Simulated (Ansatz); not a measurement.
Geometry optimisation, UKS PBE-D4/def2-mTZVP (Ansatz).

Input:

```yaml
crystal:
  periodic: [false, false, false]
  atoms:
    - { symbol: Ge, position_ang: [0.22168, 0.305514, -0.853885] }
    - { symbol: O, position_ang: [-0.905723, -0.936006, -0.063591] }
    - { symbol: H, position_ang: [0.604779, 0.601253, 0.67943] }
    - { symbol: H, position_ang: [-0.532139, 1.529724, -0.110375] }
    - { symbol: H, position_ang: [1.337029, 0.310293, 0.806191] }
    - { symbol: H, position_ang: [-0.725725, -1.810878, -0.457771] }
magnetization:
  spin_polarized: true
basis:
  gaussian: { orbitals: def2-mTZVP }
hamiltonian:
  xc: pbe
  dispersion: d4
relax:
  f_tol: 0.03
  max_steps: 50
```

Launched with:

```bash
$ ansatz run input.yaml --threads 2 --pin off --max-ram 3072MiB --backend cpu --events-out ev --progress --plain --runs-dir out
```

Problem. Where does it end, and by what steps?

Solution. The run converged. After 10 steps the energy has fallen by 0.844 eV; H3 moved furthest, 0.98 Å. Parted: Ge1–H3.

```tsv
step	energy less start (eV)	largest force component (eV/Å)	accepted
0	0.0000	2.932	yes
1	-0.4615	1.303	yes
2	-0.7018	0.722	yes
3	-0.7870	0.610	yes
4	-0.8252	0.505	yes
5	-0.8357	0.637	yes
6	-0.8320	0.387	no
7	-0.8392	0.463	yes
8	-0.8423	0.090	yes
9	-0.8435	0.175	yes
10	-0.8443	0.013	yes
```

```xyz
6
Properties=species:S:1:pos:R:3
Ge -0.060 0.166 -1.109
O -1.174 -1.047 -0.319
H 1.218 0.920 1.371
H -0.796 1.404 -0.370
H 1.750 0.505 1.033
H -0.938 -1.949 -0.607
```

Whether the end is a true minimum wasn't checked by a vibrational analysis.

Run time: 12 s on 2 threads of Arm Neoverse V2, on a shared host, peak memory 0.13 GiB.
